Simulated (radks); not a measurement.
Q: The platinum ion Pt2+, 76 electrons, occupied as [Xe] 4f14 5d8. Calculated with a radial shooting solver on a logarithmic mesh with Libxc functionals: Dirac Kohn-Sham, PBE, spin-unpolarised, spherical densities, finite nucleus; open shells are shared between the two j in proportion to 2j + 1; Fermi nuclear charge, rms radius 5.427 fm. Some entries of the table are withheld. Estimate them.

orbital,occ.,eigenvalue (eV),<1/r> (bohr^-1),r(max) (bohr)
1s1/2,2,-78293.29,93.89,0.01062
2s1/2,2,-13761.56,(1),0.06144
2p1/2,2,-13194.28,23.00,(2)
2p3/2,4,-11465.42,18.86,(3)
3s1/2,2,-3248.276,8.457,0.1729
3p1/2,2,-2992.751,8.372,0.1614
3p3/2,4,-2612.715,7.295,0.1762
3d3/2,4,-2185.844,7.192,0.1374
3d5/2,6,-2103.926,6.945,0.1415
4s1/2,2,-714.4178,3.573,0.3904
4p1/2,2,-605.8375,3.464,0.3889
4p3/2,4,-515.3356,3.090,0.4194
4d3/2,4,(4),(5),0.4130
4d5/2,6,(6),(7),0.4225
5s1/2,2,-122.4219,1.434,0.8701
4f5/2,6,-92.8056,2.408,(8)
4f7/2,8,-89.3510,2.373,(9)
5p1/2,2,-87.7441,1.307,0.9218
5p3/2,4,-72.7335,1.171,1.002
5d3/2,3.2,-26.7832,0.8577,1.224
5d5/2,4.8,-25.2786,0.8258,1.262
6s1/2,0,-22.1209,0.5106,2.196
6p1/2,0,-15.4349,0.4216,2.598
6p3/2,0,-13.9577,0.3855,2.851

A: 
(1) 2s1/2 <1/r> (bohr^-1): 23.03
(2) 2p1/2 r(max) (bohr): 0.04532
(3) 2p3/2 r(max) (bohr): 0.05259
(4) 4d3/2 eigenvalue (eV): -337.1756
(5) 4d3/2 <1/r> (bohr^-1): 2.885
(6) 4d5/2 eigenvalue (eV): -320.3433
(7) 4d5/2 <1/r> (bohr^-1): 2.798
(8) 4f5/2 r(max) (bohr): 0.3828
(9) 4f7/2 r(max) (bohr): 0.3874
